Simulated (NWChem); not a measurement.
Molecule: Si$_{2}$H$_{3}$, doublet; SMILES [SiH][SiH2]

All runs: NWChem. Spin-unrestricted. All runs use the structure optimised with PBE-D3(BJ)/def2-SVP, spin-unrestricted. No stability test was run on the SCF state. Level: PBE/def2-SVP with SMD (1 M gas to 1 M solution), gas-phase geometry. Reactions with the solvent are ignored.

| solvent | dielectric constant | solvation free energy (kcal/mol) | cavity-dispersion-structure term (kcal/mol) | dipole in solution (D) |
|---|---|---|---|---|
| water | 78.4 | 0.9 | 1.7 | 1.66 |
| ethyl acetate | 5.99 | -1.4 | -0.8 | 1.50 |
| cyclohexane | 2.02 | -1.1 | -0.8 | 1.23 |
| 1,4-dioxane | 2.21 | -0.6 | -0.3 | 1.26 |
| methanol | 32.6 | -1.5 | -0.8 | 1.64 |
| benzene | 2.27 | -1.6 | -1.2 | 1.27 |
| diethyl ether | 4.24 | -1.7 | -1.2 | 1.43 |
